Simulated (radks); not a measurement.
Values are calculated unless marked as measured or tabulated.
Ir, configuration [Xe] 4f14 5d7 6s2 (the NIST ground configuration).

Level of theory: Dirac Kohn-Sham, LDA (Slater exchange, VWN5 correlation), spin-unpolarised, spherical densities, finite nucleus; open shells are shared between the two j in proportion to 2j + 1; Fermi nuclear charge, rms radius 5.4032 fm (a radial shooting solver on a logarithmic mesh with Libxc functionals).

Energy parts (hartree):
part                       energy
total                 -17844.4912
kinetic                20317.6793
electron-nucleus      -44783.4077
Hartree                 6959.9395
exchange-correlation    -338.7023

Orbitals (lengths in bohr, moments of r in powers of bohr):
orbital  occ.  eigenvalue (hartree)       <r^4>
1s1/2       2             -2790.046   4.825e-07
2s1/2       2             -487.7970  0.00007101
2p1/2       2             -467.5658  0.00004237
2p3/2       4             -407.8219  0.00006398
3s1/2       2             -114.0686    0.002601
3p1/2       2             -104.9491    0.002275
3p3/2       4             -91.87121    0.003085
3d3/2       4             -76.53135    0.002063
3d5/2       6             -73.70247    0.002262
4s1/2       2             -24.30666     0.05960
4p1/2       2             -20.45378     0.06412
4p3/2       4             -17.35156     0.08673
4d3/2       4             -11.00895      0.1066
4d5/2       6             -10.43298      0.1170
4f5/2       6              -2.35625      0.2570
4f7/2       8              -2.24145      0.2736
5s1/2       2              -3.60170       1.687
5p1/2       2              -2.38527       2.490
5p3/2       4              -1.88037       3.623
5d3/2     2.8              -0.29857       22.89
5d5/2     4.2              -0.25318       28.59
6s1/2       2              -0.24204       148.6
6p1/2       0              -0.06709       695.3
6p3/2       0              -0.04386        1270

The highest occupied level is 6s1/2 at -6.586 eV. The density falls to 0.001 e/bohr^3 at r = 4.52 bohr. The electron density at the nucleus is 1.813e+06 e/bohr^3.
